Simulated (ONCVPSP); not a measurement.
## What one change does to a pseudopotential (gold (Au), ONCV)

ONCVPSP 4.0.1 input, shortened (lines: element, Z, core and valence counts, functional; n l f; lmax; l rc ep ncon nbas qcut; lloc lpopt rc5 dvloc0; l nproj debl; icmod fcfact rcfact), PBE, scalar-relativistic:

```
  Au 79.00   10    3        4      upf
    1    0    2.00
    2    0    2.00
    2    1    6.00
    3    0    2.00
    3    1    6.00
    3    2   10.00
    4    0    2.00
    4    1    6.00
    4    2   10.00
    4    3   14.00
    5    0    2.00
    5    1    6.00
    5    2    9.00
    3
    0    1.10    0.00    4    8    7.00
    1    1.00    0.00    4    7    8.80
    2    1.80    0.00    5   10    9.40
    3    1.45    0.04    4    7    8.10
    4    5    0.95    0.00
    0    3    3.60
    1    2    2.20
    2    1    1.00
    3    3    0.30
    3    5.75    1.70
```

In the s channel the program set the typed energies aside and used -4.778, 0.250, 3.850 Ha. In the p channel the program set the typed energies aside and used -2.988, 0.250 Ha.

Change: p: rc 1.38.

Cutoffs: the cutoffs (Ha) at which the residual kinetic energy of the hardest occupied pseudo-wave falls to 1 and 0.1 mHa per electron; they do not see the model core or the augmentation charge, which bear on the density cutoff. Errors are all-electron minus pseudo energies relative to the spin-unpolarised reference configuration.

Problem. Predict the effect on cutoff, ghosts and configuration errors.

Solution. The potential gets neither clearly harder nor softer (128 Ha and 153 Ha → 128 Ha and 153 Ha); both files keep a bound ghost (f); the errors of the 4 common tests hardly move.

```csv
quantity,base,changed
"cutoff, loose",128 Ha,128 Ha
"cutoff, tight",153 Ha,153 Ha
loose cutoff by channel,"s 128 Ha, p 53 Ha, d 21 Ha","s 128 Ha, p 31 Ha, d 21 Ha"
bound ghosts,f,f
GHOST(+) flags under 300 eV,"f at 160.3 eV, p at 299.4 eV",f at 160.3 eV
"error for 5s2 5p6 5d10 6s1, meV [ΔE -30.62 eV]",-3.6,-3.5
"error for 5s2 5p6 5d10, meV [ΔE -21.21 eV]",-2.2,-2.3
"error for 5s2 5p6 5d8, meV [ΔE 33.88 eV]",-20,-20
"error for 5s2 5p6 5d10 6p1, meV [ΔE -25.37 eV]",+0.2,+0.2
s: phases at 1.11 bohr within 0.05 rad from the reference energy up to (Ha; the scan ends near 5),to the end of the scan,to the end of the scan
d: phases at 1.83 bohr within 0.05 rad from the reference energy up to (Ha; the scan ends near 5),1.5,1.5
f: phases at 1.47 bohr within 0.05 rad from the reference energy up to (Ha; the scan ends near 5),4.6,4.6
"rms error of d²Exc/dni dnj with the model core, mHa",5.81,5.93
```

 A true bound ghost makes a file unfit for plane-wave use even where its test errors are small: the radial tests pick states by their node count and pass the ghost by.
